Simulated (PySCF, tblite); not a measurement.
Isomers of C5H3ClF3O (doublet state), one GFN2-xTB conformer each. Single-point energies are computed at B3LYP/pcH-1 (PySCF, gas phase, no added dispersion term), electronic only. GFN2-xTB treats the open shell by occupation alone, and not every SCF solution was tested for stability.

```json
{"SMILES": "FC(F)(F)C1=C(Cl)O[CH]C1", "GFN2-xTB relative energy (kcal/mol)": "10.3"}
{"SMILES": "FC(F)(F)C1=C(Cl)OC[CH]1", "GFN2-xTB relative energy (kcal/mol)": "0.0"}
```

Task: What does B3LYP/pcH-1 give for the same structures?

Result: 
```csv
SMILES,B3LYP/pcH-1 E (Eh),B3LYP/pcH-1 (kcal/mol),GFN2-xTB (kcal/mol),point group
FC(F)(F)C1=C(Cl)OC[CH]1,-1027.25189,0.0,0.0,Cs
FC(F)(F)C1=C(Cl)O[CH]C1,-1027.23323,11.7,10.3,Cs
```

Both levels put the same isomer lowest. 

Task: What happens when harmonic zero-point energies from GFN2-xTB frequencies are added?

Result: 
```csv
SMILES,ZPE (kcal/mol),electronic (kcal/mol),with ZPE (kcal/mol)
FC(F)(F)C1=C(Cl)OC[CH]1,44.8,0.0,0.0
FC(F)(F)C1=C(Cl)O[CH]C1,44.0,11.7,10.9
```

The zero-point energies span 0.8 kcal/mol. The order is unchanged.
